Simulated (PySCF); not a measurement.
Job file and geometry (Å, from GFN2-xTB) of an NMR shielding run on SMILES CCCCS[SiH](Cl)Cl, C₄H₁₀Cl₂SSi, PySCF 2.14.0, density-fitted response routines, GIAO PBE0/pcSseg-1 NMR shielding, non-relativistic, gas phase; density fitting, a coarse starting grid and PySCF grid level 2 are the driver's defaults:

```
{"job": {"kind": "nmr", "xc": "PBE0", "basis": "pcSseg-1"}, "charge": 0, "multiplicity": 1}
C     -2.505809     0.796223    -0.662432
C     -1.460951     0.019464     0.128150
C     -0.428105    -0.630677    -0.788564
C      0.638366    -1.392434    -0.020810
S      1.645247    -0.328144     1.083524
Si     2.818803     0.804419    -0.304255
Cl     4.437942     1.474022     0.673021
Cl     3.355911    -0.352072    -1.871238
H     -3.027736     0.139362    -1.355109
H     -2.037768     1.593387    -1.235888
H     -3.238262     1.239913     0.007268
H     -1.951678    -0.756593     0.719146
H     -0.952193     0.690659     0.822851
H      0.045365     0.134250    -1.408924
H     -0.927128    -1.337444    -1.457526
H      0.186513    -2.122232     0.649566
H      1.323751    -1.902017    -0.695889
H      2.068973     1.936230    -0.824068
```

Question: Write the output of this run.

Answer: 
```
coarse grid: 17040 points
cycle   1  E = -1765.7079588625  dE =  7.653e-01  |g| = 4.691e-01  |ddm| = 3.800e+00
cycle   2  E = -1765.6870829348  dE =  2.088e-02  |g| = 5.606e-01  |ddm| = 1.124e+00
cycle   3  E = -1765.7694423323  dE = -8.236e-02  |g| = 4.847e-02  |ddm| = 6.464e-01
cycle   4  E = -1765.7699609275  dE = -5.186e-04  |g| = 2.275e-02  |ddm| = 8.547e-02
cycle   5  E = -1765.7700973954  dE = -1.365e-04  |g| = 5.815e-03  |ddm| = 2.983e-02
cycle   6  E = -1765.7701049234  dE = -7.528e-06  |g| = 1.669e-03  |ddm| = 5.812e-03
final grid: 145720 points
cycle   7  E = -1765.8177931418  dE = -4.720e-05  |g| = 8.970e-03  |ddm| = 2.835e-02
cycle   8  E = -1765.8177851794  dE =  7.962e-06  |g| = 1.021e-02  |ddm| = 1.674e-02
cycle   9  E = -1765.8178115844  dE = -2.641e-05  |g| = 7.679e-04  |ddm| = 1.008e-02
cycle  10  E = -1765.8178117121  dE = -1.277e-07  |g| = 2.908e-04  |ddm| = 1.213e-03
cycle  11  E = -1765.8178117337  dE = -2.159e-08  |g| = 4.975e-05  |ddm| = 3.032e-04
cycle  12  E = -1765.8178117343  dE = -5.671e-10  |g| = 1.553e-05  |ddm| = 6.402e-05
converged SCF energy = -1765.8178117343

GIAO shielding tensors (ppm)
atom      isotropic    diamagn.    paramagn.     s11        s22        s33       span
  0 C      170.594     245.412     -74.817    159.509    164.221    188.053     28.543
  1 C      161.841     248.803     -86.961    147.154    166.777    171.593     24.439
  2 C      148.939     251.304    -102.365    137.178    147.067    162.572     25.393
  3 C      148.282     251.032    -102.750    128.829    149.098    166.920     38.091
  4 S      579.320    1058.763    -479.443    467.251    544.246    726.465    259.214
  5 Si     329.189     876.095    -546.906    291.016    336.528    360.023     69.007
  6 Cl     881.658    1146.102    -264.445    783.944    882.922    978.107    194.163
  7 Cl     876.929    1148.146    -271.216    791.214    875.832    963.742    172.527
  8 H       30.758      28.757       2.001     26.347     28.654     37.272     10.925
  9 H       30.887      29.777       1.111     26.207     29.903     36.552     10.344
 10 H       30.382      27.895       2.487     25.586     27.438     38.122     12.536
 11 H       30.683      32.056      -1.374     25.296     30.381     36.371     11.074
 12 H       29.414      32.383      -2.969     23.342     30.663     34.237     10.895
 13 H       30.691      34.452      -3.762     25.197     32.396     34.480      9.283
 14 H       30.126      32.566      -2.440     24.883     29.403     36.091     11.208
 15 H       29.179      31.601      -2.421     23.361     27.783     36.394     13.033
 16 H       28.369      31.882      -3.512     22.979     28.874     33.255     10.276
 17 H       25.297      29.082      -3.785     21.201     24.072     30.619      9.418
```

Question: Turn these shieldings into chemical shifts. Referencing at the same level of theory: ¹³C (σ = 186.93 ppm) and ²⁹Si (σ = 349.16 ppm) and ¹H (σ = 31.72 ppm) against TMS; ³³S (σ = 503.73 ppm) vs CS2; ³⁵Cl (σ = 949.78 ppm) vs HCl.

Answer: Averaging equivalent atoms: C 3: 38.6; C 2: 38.0; C 1: 25.1; C 0: 16.3; S 4: -76; Si 5: 20.0; Cl 6/7: 70; H 17: 6.42; H 15/16: 2.94; H 11/12: 1.67; H 13/14: 1.31; H 8/9/10: 1.04 ppm. 

Size and cost of the density-fitted run: 214 basis functions, 40 s wall time on 1 thread of an x86-64 server CPU, shared host.
